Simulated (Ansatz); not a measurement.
CrCl, multiplicity 6 (the spin of the measured ground state), most abundant isotopes (51.9405 and 34.9689 u). Constants from fifth-degree fits in 1/R to seven points on the lowest solution found; no spin–orbit coupling, no relativity up to Kr; ω_e x_e and α_e move by some per cent with the fit.

Correlated levels freeze the inner cores; with def2 sets outer-core shells near the valence are correlated too. CBS: X⁻³ extrapolation of the correlation energy, Hartree–Fock from the larger set.

The values were computed with Ansatz (Gaussian orbitals). Values without a source in brackets are computed.

| level | r_e (Å) | ω_e (cm⁻¹) | ω_e x_e (cm⁻¹) | α_e (cm⁻¹) |
|---|---|---|---|---|
| PBE/def2-TZVPP | 2.1844 | 399.4 | 1.68 | 0.000963 |
| CCSD(T)/CBS(def2-TZVPP, def2-QZVPP) | 2.1642 | 442.0 | 1.73 | 0.000906 |

D_e from total energies of the atoms and the molecule: 3.92 eV at PBE/def2-TZVPP.

Problem. Derive the rotational constants, the centrifugal constant, the fundamental, the zero-point energy and the force constant, and test the Morse rule for the well depth.

Solution. 
μ = 20.89878 u.
- PBE/def2-TZVPP: B_e = 16.8576/(μ r_e²) = 0.16905 cm⁻¹; B₀ = B_e − α_e/2 = 0.16857 cm⁻¹; D = 4B_e³/ω_e² = 1.21e-07 cm⁻¹; fundamental ω_e − 2ω_e x_e = 396 cm⁻¹; zero-point energy ω_e/2 − ω_e x_e/4 = 199 cm⁻¹; k = μ(2πcω_e)² = 196 N/m; a Morse well would hold ω_e²/(4ω_e x_e) = 2.95 eV against the computed D_e of 3.92 eV
- CCSD(T)/CBS(def2-TZVPP, def2-QZVPP): B_e = 16.8576/(μ r_e²) = 0.17221 cm⁻¹; B₀ = B_e − α_e/2 = 0.17176 cm⁻¹; D = 4B_e³/ω_e² = 1.05e-07 cm⁻¹; fundamental ω_e − 2ω_e x_e = 439 cm⁻¹; zero-point energy ω_e/2 − ω_e x_e/4 = 221 cm⁻¹; k = μ(2πcω_e)² = 241 N/m

Doubts at one or more of the structures used: T1 above 0.05 (CCSD(T)/CBS(def2-TZVPP, def2-QZVPP)).

Ansatz is a quantum-chemistry and plane-wave program.
